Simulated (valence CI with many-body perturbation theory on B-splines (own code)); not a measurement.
## Basis-set convergence for Ba⁶⁺

Calculated by valence CI with perturbative core correlation (CI+MBPT): four valence electrons over a frozen Dirac-Fock core [Kr] 4d10, a basis of 7 s, 7 p, 7 d, 7 f, 4 g, 2 h functions for each j, with the one-electron correlation potential Σ1 (screened to all orders), the two-electron term Σ2, the three-electron term Σ3, Breit, model QED; selected single and double excitations, second order for the rest, scaled by the run's own slope (own B-spline code, finite nucleus).

Against 16 measured levels this calculation errs by 212 cm⁻¹ on average and by 720 at most. These come from a selection out of Sansonetti and Curry, J. Phys. Chem. Ref. Data 39, 043103 (2010). Levels without a partner in it may be off by more, other configurations by several thousand cm⁻¹. 1 measured level below the end of the list, from 223820 cm⁻¹ on, found no clear computed partner.

The reference run has the lowest level (5s^2 5p1/2^2) J=0 and an ionisation energy of 87.4805 eV. Its largest variational space holds 19998 state functions.

Levels are named by their leading jj configuration (3d3/2^4 stands for four electrons in 3d with j = 3/2), which in mixed levels can hold well under half, so a name can repeat and another be missing. Letters in brackets count levels of one name in rising energy.

Changed runs:
A. basis 5 s, 5 p, 5 d, 5 f, 2 g
B. basis 4 s, 4 p, 4 d, 4 f

Excitation energies of the reference run in cm⁻¹, and shifts in cm⁻¹:

```
                     Level  Reference        A        B
    (5s^2 5p1/2 5p3/2) J=1      15473      -22     -105
    (5s^2 5p1/2 5p3/2) J=2      21509      +11      +19
        (5s^2 5p3/2^2) J=2      42529      +19      +49
        (5s^2 5p3/2^2) J=0      61216      +95     +460
    (5s 5p1/2^2 5p3/2) J=2     121733     -145     -641
    (5s 5p1/2^2 5p3/2) J=1     148385     -3.4      -68
    (4f5/2 5s^2 5p1/2) J=3     149114     +474    +1477
(5s 5p1/2 5p3/2^2) J=2 [a]     150421      -19     -136
    (4f7/2 5s^2 5p1/2) J=3     152675     +484    +1516
    (4f5/2 5s^2 5p1/2) J=2     153999     +516    +1642
    (4f7/2 5s^2 5p1/2) J=4     154261     +542    +1686
    (5s 5p1/2 5p3/2^2) J=3     156596      -22     -160
    Ionisation energy (eV)    87.4805  -0.0182  -0.0672
```
